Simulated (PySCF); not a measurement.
A structure optimised at PBE-D3(BJ)/def2-SVP, used in a PySCF frequency run:

```
Si
H 1 1.5079
C 1 1.8834 2 109.78
H 3 1.1080 1 111.12 2 -179.17
H 3 1.1095 4 108.36 1 -121.75
H 3 1.1095 4 108.31 5 -116.41
C 1 1.9178 2 115.46 3 -139.06
H 7 1.1124 1 118.44 2 9.85
H 7 1.1152 8 107.76 1 -133.81
O 7 1.4515 8 110.84 9 -122.29
C 10 1.4676 7 103.58 8 -128.06
H 11 1.1147 10 110.65 7 123.92
Si 11 1.9009 12 110.37 10 -121.14
H 13 1.5043 11 111.04 12 61.78
H 13 1.5057 14 108.36 11 -120.27
H 13 1.5093 14 108.97 15 -117.90
```
Charge 0, spin multiplicity 1.

Write its SMILES and formula.

C[Si@H]1CO[C@H]1[SiH3], C3H10OSi2

What are its rotational constants (standard atomic weights)?

2.8573, 1.8672, 1.3198 GHz
